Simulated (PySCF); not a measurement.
Compound: C₈H₉N₄ (charge -1).
SMILES with atom numbers: `[CH3:1][N:2]([CH3:3])[c:4]1[cH:5][cH:6][cH:7][c:8]2[n-:9][n:10][n:11][c:12]12`

Probes without a nucleus sit at each ring's centroid and 1 Å off its mean plane on both sides; NICS is minus the shielding there, NICSzz its component along the normal. Level: GIAO PBE0/pcSseg-1 (PySCF, non-relativistic, gas phase) on the GFN2-xTB geometry, one conformer.

Rings: 1. C4–C5–C6–C7–C8–C12; 2. C8–N9–N10–N11–C12.

```
set  NICS(0)  NICS(1), two faces  NICS(1)zz, two faces
  P    -10.0       -11.2 / -11.0         -26.3 / -26.3
  Q    -13.5       -15.7 / -16.0         -40.3 / -40.7
```

Question: Which set (ppm) belongs to which ring?

Answer: P = 1, Q = 2.
- 1 (6-membered carbocycle; formal bonds all aromatic): mean NICS(1)zz -26.3 ppm, shielded. For a flat ring without four-coordinate atoms the NICS criterion counts such a value as aromatic, though in fused rings the probe also feels the neighbouring ring.
- 2 (5-membered ring with 3 N; formal bonds all aromatic): mean NICS(1)zz -40.5 ppm, shielded. For a flat ring without four-coordinate atoms the NICS criterion counts such a value as aromatic, though in fused rings the probe also feels the neighbouring ring.

Question: How do the rings differ in shape?

Answer: 
| ring | bond lengths (Å) | rms pucker (Å) | HOMA | nearest outside atom to a NICS(1) probe (Å) |
| --- | --- | --- | --- | --- |
| 1 | 1.384, 1.405, 1.370, 1.398, 1.430, 1.409 | 0.00 | 0.87 | hydrogen 2.64 |
| 2 | 1.351, 1.313, 1.313, 1.357, 1.430 | 0.00 | 0.89 | carbon 2.74 |

HOMA = 1 − mean of α(R − Ropt)² over the ring bonds, with Krygowski's 1993 parameters (CC: Ropt 1.388 Å, α 257.7 Å⁻²; CN: Ropt 1.334 Å, α 93.52 Å⁻²; NN: Ropt 1.309 Å, α 130.33 Å⁻²).

The values belong to the conformer `[CH3:1][N:2]([CH3:3])[c:4]1[cH:5][cH:6][cH:7][c:8]2[n-:9][n:10][n:11][c:12]12`: C1–N2–C4–C5 152°.
